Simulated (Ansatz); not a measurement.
Input and output for C2H8AlB (`B[CH2][AlH][CH3]`).

```yaml
crystal:
  periodic: [false, false, false]
  atoms:
    - {symbol: B, position_ang: [-1.073064, 1.628995, -0.245025]}
    - {symbol: C, position_ang: [-1.379221, 0.332271, 0.455537]}
    - {symbol: Al, position_ang: [0.443329, -0.404342, 0.784127]}
    - {symbol: C, position_ang: [1.454418, -1.236687, -0.654199]}
    - {symbol: H, position_ang: [-0.866081, 1.654278, -1.427949]}
    - {symbol: H, position_ang: [-0.926829, 2.645375, 0.377976]}
    - {symbol: H, position_ang: [-1.818395, 0.376741, 1.454680]}
    - {symbol: H, position_ang: [-1.794817, -0.474844, -0.159618]}
    - {symbol: H, position_ang: [0.997158, -0.366656, 2.271671]}
    - {symbol: H, position_ang: [1.738696, -2.263459, -0.401547]}
    - {symbol: H, position_ang: [2.390968, -0.691725, -0.819909]}
    - {symbol: H, position_ang: [0.910838, -1.255246, -1.601646]}
basis:
  gaussian: {orbitals: def2-SVPD, final_grid: {core_spheres: 20, valence_spheres: 16, degree: 47}}
magnetization: {spin_polarized: true, initial_magnetization: 2}
hamiltonian: {xc: {name: B2PLYP}}
accuracy: high
output: {forces: true}
```

```sh
$ ansatz run in.yaml --threads 2 --pin off --events-out ev --progress --plain --max-ram 4352MiB
```

It prints (some lines left out):

```
Functional definition: B2PLYP
3040 factors; integrals over basis functions are off by at most 3.5e-9 eV
mean field evaluation 1: about -9447.6329 eV, gradient 3.8e1 eV
mean field evaluation 2: about -9447.6702 eV, gradient 3.8e1 eV
mean field evaluation 4: about -9456.7471 eV, gradient 7.4e0 eV
mean field evaluation 8: about -9457.7811 eV, gradient 1.2e0 eV
mean field evaluation 16: about -9457.9084 eV, gradient 3.7e-2 eV
mean field evaluation 32: about -9457.9084 eV, gradient 2.4e-6 eV
mean field -9457.90838027 eV, -347.5717221745 hartree, gradient 7.6e-8 eV, S^2 2.006836; 2 other end points of the search recorded, 0 dependent functions left out
8 core orbitals not correlated: weight in the atoms' cores, before any rotation towards them, 1.000 or more for the frozen orbitals, at most 0.000 for the correlated occupied ones
reference -9457.90841341 eV, -347.5717233924 hartree; 12, 10 occupied and 128, 130 virtual orbitals, 3040 factors
second order -15.22552686 eV of doubles, -0.00000000 eV of singles
Total energy: -9462.01930567 eV, -347.7227958962 hartree
Atom 0 at    -1.073064     1.628995    -0.245025 Å, force     2.912499     2.706177    -1.257272 eV/Å
Atom 1 at    -1.379221     0.332271     0.455537 Å, force    -3.095480    -2.542332     1.020957 eV/Å
Atom 2 at     0.443329    -0.404342     0.784127 Å, force     1.885537     0.408730     0.286897 eV/Å
Atom 3 at     1.454418    -1.236687    -0.654199 Å, force    -0.049318    -0.107193    -0.537273 eV/Å
Atom 4 at    -0.866081     1.654278    -1.427949 Å, force    -0.316354    -0.193168    -0.097310 eV/Å
Atom 5 at    -0.926829     2.645375     0.377976 Å, force    -0.369619    -0.031058     0.190203 eV/Å
Atom 6 at    -1.818395     0.376741     1.454680 Å, force    -0.146112    -0.266814     0.197621 eV/Å
Atom 7 at    -1.794817    -0.474844    -0.159618 Å, force    -0.294614    -0.200229     0.175179 eV/Å
Atom 8 at     0.997158    -0.366656     2.271671 Å, force    -0.393173     0.271350     0.079424 eV/Å
Atom 9 at     1.738696    -2.263459    -0.401547 Å, force    -0.127115    -0.248945     0.170222 eV/Å
Atom 10 at     2.390968    -0.691725    -0.819909 Å, force     0.036696     0.248011     0.028517 eV/Å
Atom 11 at     0.910838    -1.255246    -1.601646 Å, force    -0.042947    -0.044530    -0.257165 eV/Å
Dipole moment:    -0.207984    -0.540203     0.073076 e Å
```

Run time 23 s (2 threads of an AMD EPYC 9R45 on a shared host); peak host memory 1.1 GiB.
